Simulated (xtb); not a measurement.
C3H7FSi2, SMILES C[SiH2]C#C[SiH2]F. All values are semi-empirical tight-binding results from xtb (GFN2-xTB unless named), good for trends rather than for accurate numbers. Geometry optimised at GFN2-xTB. This is a generated structure with no PubChem entry under its InChIKey; it may be hypothetical.

Optimised geometry:

Bonded distances (Å): Si1–F2 1.612, Si1–C3 1.845, Si1–H7 1.456, Si1–H8 1.456, C3–C4 1.211, C4–Si5 1.855, Si5–C6 1.897, Si5–H9 1.469, Si5–H10 1.469, C6–H11 1.087, C6–H12 1.087, C6–H13 1.087. Bond angles (°): F2–Si1–C3 107.5, F2–Si1–H7 104.9, F2–Si1–H8 104.9, C3–Si1–H7 111.4, C3–Si1–H8 111.4, H7–Si1–H8 115.9, Si1–C3–C4 179.9, C3–C4–Si5 179.1, C4–Si5–C6 108.1, C4–Si5–H9 107.9, C4–Si5–H10 107.9, C6–Si5–H9 110.9, C6–Si5–H10 110.9, H9–Si5–H10 110.9, Si5–C6–H11 111.3, Si5–C6–H12 111.1, Si5–C6–H13 111.3, H11–C6–H12 107.7, H11–C6–H13 107.5, H12–C6–H13 107.7.

The point group as xtb finds it is Cs, the orbital gap is 4.55 eV and the dipole moment is 1.82 D. The zero-point energy is 50.9 kcal/mol and the G − E(el) at 298.15 K (modified RRHO) is 28.2 kcal/mol. The static polarisability (D4 model) is 91.2 bohr³ and the solvation energy, GFN2-xTB/ALPB(water) is 0.3 kcal/mol. The solvation energy, GFN2-xTB/ALPB(methanol) is -3.7 kcal/mol.

Problem. Give the atomic charges and the Wiberg bond orders between heavy atoms. (An estimate is asked for; the answer gives what the named calculation found.)

Solution. charges (e) Si1 0.54, F2 -0.28, C3 -0.12, C4 -0.12, Si5 0.46, C6 -0.19, H7 -0.08, H8 -0.08, H9 -0.09, H10 -0.09, H11 0.03, H12 0.02, H13 0.03. Bond orders Si1–F2 1.08, Si1–C3 0.94, C3–C4 2.85, C4–Si5 0.92, Si5–C6 0.91.
